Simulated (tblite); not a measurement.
C5H11Si2 (doublet state).
Numbering: `[CH:1]#[C:2][C@@H:3]([SiH2:4])[CH2:5][CH2:6][SiH3:7]` (hydrogens: H8 on C1; H9 on C3; H10, H11 on Si4; H12, H13 on C5; H14, H15 on C6; H16, H17, H18 on Si7)

Structure used (GFN2-xTB), in Å, numbered top down from 1:
```
atom  x, y, z in Å
C1    -2.4562    1.5962    0.2798
C2    -1.8129    0.6028    0.4690
C3    -1.0734   -0.6245    0.6440
Si4   -2.1647   -2.0323   -0.0667
C5     0.2977   -0.5415   -0.0387
C6     1.1767    0.5491    0.5680
Si7    2.8746    0.6868   -0.2729
H8    -3.0069    2.4773    0.1371
H9    -0.9239   -0.7799    1.7198
H10   -2.3296   -1.9258   -1.5118
H11   -3.4273   -2.1533    0.6527
H12    0.7977   -1.5099    0.0528
H13    0.1560   -0.3414   -1.1041
H14    0.6473    1.5026    0.4976
H15    1.3054    0.3477    1.6348
H16    3.5908   -0.5847   -0.1351
H17    2.6919    0.9827   -1.6952
H18    3.6480    1.7545    0.3631
```

Computed geometry: GFN2-xTB, gas phase. This method treats the open shell by occupation alone, without spin polarisation.

Masses are those of the commonest isotopes; rigid-rotor values at the optimised geometry. The values belong to one conformer with, in the numbering `[CH:1]#[C:2][C@@H:3]([SiH2:4])[CH2:5][CH2:6][SiH3:7]`, C2–C3–Si4–H 67° and -62°, C2–C3–C5–C6 63°, C3–C5–C6–Si7 -179°.

**Question.** Give the principal moments of inertia and the rotational constants in GHz.

**Answer.** Ia = 173.75, Ib = 635.48, Ic = 767.27 u·Å²; 505379 MHz·u·Å²/I gives 2909, 795.3 and 658.7 MHz, that is A = 2.9087, B = 0.7953, C = 0.6587 GHz.

**Question.** Classify the top.

**Answer.** An asymmetric top: κ = (2 × 795.3 − 2909 − 658.7)/(2909 − 658.7) = -0.88.

**Question.** Is it planar, by Δ = Ic − Ia − Ib?

**Answer.** Not planar: Δ = Ic − Ia − Ib = -41.96 u·Å². For a rigid frame Δ = −2 Σ m c², so Σ m c² = 20.98 u·Å² lies off the ab plane: 12.53 from hydrogen and 8.45 from heavier atoms. The atom farthest from that plane is 1.64 Å away.

**Question.** Estimate the classical rotational partition function at 25 K, 200 K and 500 K.

**Answer.** Point group C1, symmetry number σ = 1; q = (√π/σ)·√((kT/h)³/(ABC)), k/h = 20836.6 MHz/K: 17100 at 25 K, 386000 at 200 K, 1530000 at 500 K.

For this open shell read J as N, the rotation without spin; fine and hyperfine splittings come on top. Its GFN2-xTB frequencies are all real (lowest 58 cm⁻¹). These are rigid-rotor constants of the computed structure; measured ground-state constants (B0) also hold zero-point vibration.

Time: 0.99 s. Hardware: Arm Neoverse V1, one thread, shared host. These figures are those of the optimisation.
